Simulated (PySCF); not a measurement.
C4H4OSe, SMILES C=C1[Se]CC1=O.

The structure is a stationary point at B3LYP-D3(BJ)/def2-SVP. This is a generated structure with no PubChem entry under its InChIKey; it may be hypothetical.

Level of theory: PySCF with PBE/def2-TZVP.

The molecule is in vacuum.

- total energy: -2631.02345 hartree
- point group: Cs
- highest occupied level: -5.56 eV
- lowest empty level: -3.05 eV
- orbital gap: 2.51 eV
- dipole moment: 1.45 D
- quadrupole, principal values (traceless, Buckingham form, about the centre of nuclear charge): -10.55, -0.79, 11.34 D·Å
- mean static polarisability: 78.0 bohr³ (11.56 Å³)
- polarisability, principal values: 47.3, 85.1, 101.7 bohr³
